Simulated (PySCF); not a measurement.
Geometries of 3 isomers of C2H9GeNSi, from PBE0-D3(BJ)/def2-SVP geometry optimisation, gas phase (PySCF). One conformer each, no zero-point energy, no frequencies.

Question: Which isomer lies lowest at this level?
A.
```xyz
14
angstrom
C     -1.989   -0.317    0.838
C     -1.747    0.979    0.614
Si    -0.276    1.571   -0.383
N      0.689    0.260   -0.989
Ge     2.135   -0.544   -0.189
H     -2.852   -0.663    1.419
H     -1.322   -1.093    0.445
H     -2.447    1.719    1.027
H     -0.775    2.396   -1.530
H      0.597    2.428    0.479
H      0.361   -0.190   -1.838
H      3.287   -0.673   -1.205
H      1.776   -1.953    0.333
H      2.539    0.364    0.983
```
B.
```xyz
14
angstrom
C      2.258    0.341   -0.162
Si     0.575    0.314    0.670
N     -0.331   -1.166    0.488
C     -1.631   -0.931   -0.131
Ge    -1.375    1.025   -0.486
H      2.948   -0.365    0.330
H      2.175    0.058   -1.222
H      2.707    1.345   -0.099
H      0.770    0.778    2.087
H     -0.131   -2.096    0.841
H     -2.488   -1.115    0.544
H     -1.794   -1.519   -1.053
H     -1.280    1.370   -1.985
H     -2.432    1.939    0.162
```
C.
```xyz
14
angstrom
C     -0.844   -1.751    0.837
C     -0.938   -0.543    0.262
N      0.095    0.346   -0.028
Si    -0.328    1.876   -0.777
Ge     1.839   -0.146    0.402
H      0.106   -2.189    1.157
H     -1.744   -2.343    1.002
H     -1.938   -0.187   -0.026
H     -1.020    1.658   -2.086
H     -1.253    2.667    0.093
H      0.933    2.639   -0.994
H      2.729    1.026   -0.032
H      2.199   -1.435   -0.358
H      1.937   -0.388    1.919
```

Answer: B. That is `C[Si@@H]1N[CH2][GeH2]1`, 8.7 kcal/mol below the next.

| SMILES | atoms numbered as above | E (Eh) | relative (kcal/mol) | relative (kJ/mol) | dipole (D) |
| --- | --- | --- | --- | --- | --- |
| C[Si@@H]1N[CH2][GeH2]1 | [CH3:1][Si@@H:2]1[NH:3][CH2:4][GeH2:5]1 | -2501.89462 | 0.0 | 0.0 | 1.03 |
| C=C[SiH2][NH][GeH3] | [CH2:1]=[CH:2][SiH2:3][NH:4][GeH3:5] | -2501.88078 | 8.7 | 36.3 | 0.98 |
| C=C[N]([SiH3])[GeH3] | [CH2:1]=[CH:2][N:3]([SiH3:4])[GeH3:5] | -2501.86975 | 15.6 | 65.3 | 0.68 |

As drawn, the lowest has a four-membered ring, an N–H bond and an Si–C bond, which the highest lacks; the highest has a C=C bond outside aromatic rings, which the lowest lacks.
